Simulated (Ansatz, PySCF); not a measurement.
Process, species as SMILES: [C]1=CO1 → [C]#CO
Structures are relaxed separately at B3LYP-D3(BJ)/def2-TZVP in Ansatz (a quantum-chemistry and plane-wave program).

Property: isomerisation energy (electronic energy difference), in kJ/mol. Cores are frozen in the correlated levels unless marked. Open shells are spin-unrestricted. No spin-orbit coupling. No relativistic terms. CBS(X,Y): correlation extrapolated as X^-3; Hartree-Fock from the larger set.

```csv
level,program,isomerisation energy (kJ/mol)
HF/6-31G,Ansatz,-38.6
HF/cc-pVQZ,Ansatz,-25.4
BLYP-D4/def2-TZVPD,Ansatz + dftd4,13.7
M06-L-D4/def2-TZVPD,PySCF + dftd4,17.0
PBE0-D3(BJ)/def2-TZVPD,Ansatz + dftd3,9.8
PBE0-D4/def2-TZVPD,Ansatz + dftd4,10.1
r2SCAN0/def2-TZVPD,Ansatz,5.2
MN15-D3(BJ)/def2-TZVPD,PySCF + dftd3,0.6
B2PLYP-D4/def2-TZVPD,Ansatz + dftd4,10.6
MP2/6-31G*,Ansatz,21.0
MP2/aug-cc-pVDZ,Ansatz,-2.0
RI-MP2/aug-cc-pVQZ,Ansatz,-6.2
CCSD/STO-3G,Ansatz,57.2
CCSD/cc-pwCVTZ,Ansatz,-2.4
"CCSD(T)/CBS(cc-pVTZ,cc-pVQZ)",Ansatz,6.9
```
